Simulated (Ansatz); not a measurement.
This geometry of AlH3O + BH3O (10 atoms, charge 0, multiplicity 1) is a first-order saddle point.

Computed with Ansatz, RKS B3LYP/6-31G*.

```xyz
10
Properties=species:S:1:pos:R:3
B 0.009 0.573 0.524
O -0.385 -0.647 1.435
H -1.044 -1.213 0.998
H 1.260 0.746 0.605
H -0.368 0.475 -0.609
O -0.654 1.539 1.452
Al 0.950 2.237 1.864
H 1.612 1.717 3.203
H 1.384 3.536 1.075
H -0.862 0.331 1.917
```

(1) Which two structures does it join? (They come from a converged band through this point; their orientation in space is the band's.)

(2) How far does it lie above each of them?

Results:

(1) Bonds broken: B1–O2, O6–H10. Bonds formed: B1–O6, O2–H10. AlH3O + BH3O becomes AlBH4O + H2O.

Initial state:

```xyz
10
Properties=species:S:1:pos:R:3
B 0.076 -1.033 -0.229
O -0.579 -0.193 0.618
H -1.505 -0.435 0.770
H 1.217 -0.772 -0.457
H -0.488 -1.978 -0.703
O -0.334 2.468 1.776
Al 0.907 3.034 2.801
H 2.165 2.119 3.140
H 0.720 4.495 3.382
H -0.275 1.589 1.367
```

Final state:

```xyz
10
Properties=species:S:1:pos:R:3
B 0.239 0.555 0.224
O -0.592 -0.996 0.978
H -1.483 -0.685 1.212
H 1.219 0.003 -0.204
H -0.658 0.828 -0.537
O 0.384 1.342 1.363
Al 0.843 2.708 2.251
H 0.577 2.642 3.813
H 1.494 3.964 1.536
H -0.122 -1.067 1.828
```

(2) 13.5 kcal/mol above the first and 12.6 kcal/mol above the second. This is the barrier of this one path; another mechanism may lie lower. The orbitals stay closed-shell, which can raise the energy where a bond breaks towards radicals; this wasn't checked here.

Time of the run: 3.8 min on 1 thread of AMD EPYC 9R45 96-Core Processor (Zen 5) (shared host), peak memory 0.19 GiB.
